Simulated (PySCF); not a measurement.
Dipole polarisabilities along group 13

Calculated with PySCF 2.14 for the ground configurations, without spin-orbit coupling: coupled response for Hartree-Fock and DFT, finite fields for MP2 and CCSD(T), with B 1s2; Al [Ne]; Ga [Ar] 3d10; In [Kr] 4d10; Tl [Xe] 4f14 5d10 frozen. Mean α in bohr³, C₆ of like pairs in atomic units.

```tsv
species	α UHF	α PBE	α PBE0	α MP2	α CCSD(T)	α recommended (Schwerdtfeger and Nagle)	C₆ UHF	C₆ PBE	C₆ PBE0
B [He] 2s2 2p1 (x2c-TZVPPall with one added diffuse shell each of s, p, d type, spin-free X2C)	22.07	23.59	22.48	19.59	20.36	20.5 ± 0.1	105.3	116.1	109.5
Al [Ne] 3s2 3p1 (x2c-TZVPPall with one added diffuse shell each of s, p, d type, spin-free X2C)	61.38	65.54	62.65	59.90	57.85	57.8 ± 1	557.0	584.9	558.8
Ga [Ar] 3d10 4s2 4p1 (x2c-TZVPPall with one added diffuse shell each of s, p, d type, spin-free X2C)	57.47	62.41	58.93	56.18	55.09	50 ± 3	506.2	529.2	501.8
Tl [Xe] 4f14 5d10 6s2 6p1 (x2c-TZVPPall with one added diffuse shell each of s, p, d, f type, spin-free X2C)	76.79	83.40	77.56	76.20	75.57	50 ± 2	839.3	874.1	815.6
```

Q: Fill in the row of In [Kr] 4d10 5s2 5p1 (x2c-TZVPPall with one added diffuse shell each of s, p, d, f type, spin-free X2C).

A: α UHF 74.72; α PBE 79.90; α PBE0 75.15; α MP2 74.07; α CCSD(T) 73.24; α recommended (Schwerdtfeger and Nagle) 65 ± 4; C₆ UHF 808.0; C₆ PBE 823.3; C₆ PBE0 779.5.

Hartree-Fock lacks correlation. PBE lies above the recommended values here, as self-interaction makes its density too diffuse. MP2 and CCSD(T) carry the error of the frozen core. All values carry a basis error, and heavy open shells lack spin-orbit coupling.
